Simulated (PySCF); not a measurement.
**NMR data sheet: C7H11NSi2**

| Item | Value |
| --- | --- |
| Formula | C7H11NSi2 |
| SMILES | [SiH3][C@@]1(c2ccccn2)C[SiH2]1 |
| InChI | InChI=1S/C7H11NSi2/c9-7(5-10-7)6-3-1-2-4-8-6/h1-4H,5,10H2,9H3/t7-/m0/s1 |
| Point group of the computed structure | C1 |
| Degrees of unsaturation | 5 |
| Carbon signals | 7 |
| Proton signals | 9 |

Bonds (- single, = double, # triple, : aromatic): Si1-C2, C2-C3, C3:C4, C4:C5, C5:C6, C6:C7, C7:N8, C2-C9, C9-Si10, Si10-C2, N8:C3. Si1 carries H11, H12, H13; C4 carries H14; C5 carries H15; C6 carries H16; C7 carries H17; C9 carries H18, H19; Si10 carries H20, H21. Stereochemistry as in [SiH3][C@@]1(c2ccccn2)C[SiH2]1. H19, H20 are pro-R; H18, H21 are pro-S.

- GFN2-xTB structure
- σ from GIAO-PBE0/pcSseg-1
- code: PySCF 2.14.0 with density-fitted response routines
- in vacuum, equivalent nuclei averaged, no relativistic terms, one computed conformer

Chemical shifts δ = σref − σ; $^{1}$H, $^{13}$C, $^{29}$Si against TMS; $^{15}$N against NH3, all at this level.

| carbon | δC, type | δH (multiplicity) | HMBC from (2–3 bonds) | span of the C tensor (ppm) |
| --- | --- | --- | --- | --- |
| C2 | 17.9, C | – | H14, H11/H12/H13, H20, H21, H19, H18 | 88 |
| C3 | 173.7, C | – | H17, H15, H14, H11/H12/H13, H20, H21, H19, H18 | 223 |
| C4 | 118.5, CH | 6.80 (d) | H15, H16 | 218 |
| C5 | 142.5, CH | 7.78 (m) | H17, H16, H14 | 252 |
| C6 | 123.2, CH | 7.11 (m) | H17, H15, H14 | 224 |
| C7 | 152.5, CH | 8.58 (d) | H15, H16 | 220 |
| C9 | 8.8, CH2 | H18 1.47 (m); H19 1.52 (m) | H11/H12/H13, H20, H21 | 43 |

Other nuclei:
| atoms | nucleus | environment | δ (ppm) | σ (ppm) |
| --- | --- | --- | --- | --- |
| H11/H12/H13 | $^{1}$H | hydrogen on a silicon bonded to C | 4.35 | 27.36 |
| H20 | $^{1}$H | hydrogen on a silicon bonded to 2 C, in a 3-membered ring | 3.18 | 28.53 |
| H21 | $^{1}$H | hydrogen on a silicon bonded to 2 C, in a 3-membered ring | 2.57 | 29.14 |
| Si1 | $^{29}$Si | silicon bonded to C, 3 H | -73.9 | 423.1 |
| Si10 | $^{29}$Si | silicon bonded to 2 C, 2 H, in a 3-membered ring | -124.4 | 473.6 |
| N8 | $^{15}$N | pyridine-type ring nitrogen | 342.9 | -75.2 |

- Carbon types of the structure: 2 × C, 4 × CH, 1 × CH2, leaving 5 H on heteroatoms.
- δC 173.7: substituted aromatic carbon next to a ring nitrogen.
- δC 152.5: aromatic CH next to a ring nitrogen; the adjacent pyridine-type nitrogen withdraws density from it.
- δC 142.5, 123.2, 118.5: aromatic CH.
- δH 8.58: hydrogen on an aromatic CH next to a ring nitrogen; ring current plus the neighbouring ring nitrogen.
- δH 7.78, 7.11, 6.80: hydrogen on an aromatic CH; the ring current deshields protons in the ring plane.

Shifts are as computed. Against solution values, carbons near 30 ppm lie about +3 ppm off and those near 130 ppm about +5 ppm. Of 1211 compounds with measured shifts, 218 miss one by over three times the rms of a fit or turn the order of signals round; such compounds aren't used in these exercises. Experimental scales use liquid or dissolved standards, which lie at an offset from isolated NH3 (liquid NH3: subtract about 20 ppm). Unscaled 15N shifts of sp2 nitrogen come out 20 to 40 ppm too high even then. Multiplicities follow the n + 1 count of equivalent neighbours, as no J values were calculated; m marks all less simple cases, F and P coupling included.
